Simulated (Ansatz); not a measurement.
Two isomers of C2H8O2Si: A = `CC[SiH](O)O`, B = `OCOC[SiH3]`.

Computed with Ansatz on PBE0-D4/def2-TZVP structures; ΔE is electronic, products minus reactants. CCSD(T)/CBS is the MP2 limit (def2-TZVPP, def2-QZVPP) plus CCSD(T) − MP2 in def2-TZVPP, frozen cores. DFT in def2-TZVPP. B3LYP here is the variant with VWN-RPA as its local correlation; programs differ in this. One conformer a species, not always the lowest.

A:

Z-matrix (Å, degrees):
```
C
C 1 1.527
H 1 1.093 2 111.6
H 1 1.092 2 111.1 3 120.4
H 1 1.094 2 111.4 3 -120.0
Si 2 1.859 1 113.7 3 179.2
H 2 1.096 1 110.7 3 57.7
H 2 1.097 1 110.2 3 -59.2
O 6 1.648 2 105.3 1 59.4
O 6 1.646 2 112.8 1 -177.9
H 6 1.485 2 112.8 1 -61.2
H 9 0.958 6 117.5 2 -173.1
H 10 0.958 6 117.5 2 -55.6
```

B:

Z-matrix (Å, degrees):
```
C
O 1 1.394
O 1 1.397 2 113.1
H 1 1.096 2 111.6 3 118.5
H 1 1.095 2 105.2 3 -122.4
C 2 1.426 1 113.6 3 -68.2
H 3 0.962 1 108.0 2 -63.2
Si 6 1.896 2 112.2 1 -87.1
H 6 1.096 2 110.6 1 38.3
H 6 1.094 2 106.7 1 153.9
H 8 1.486 6 109.8 2 -61.6
H 8 1.488 6 109.2 2 178.6
H 8 1.487 6 111.1 2 58.6
```

(1) Which is lower in electronic energy at CCSD(T)/CBS, and by how much? (Estimate.)

(2) Give E(B) − E(A) in kcal/mol with PBE0-D4, r2SCAN-D4, CCSD(T)/def2-TZVPP, CCSD/def2-TZVPP, B3LYP-D4, ωB97M-V, B3LYP. (Estimate.)

Largest T1 diagnostic: 0.012.

Results:

(1) Ansatz gave: A, by 97.0 kcal/mol.

(2) The calculation gave: PBE0-D4 92.1, r2SCAN-D4 94.6, CCSD(T)/def2-TZVPP 94.8, CCSD/def2-TZVPP 95.6, B3LYP-D4 92.8, ωB97M-V 94.8, B3LYP 92.5. None reverses the order clearly.

From PBE to PBE0 (25 % exact exchange), in def2-TZVPP and without D4, E(B) − E(A) moves by +3.3 kcal/mol.
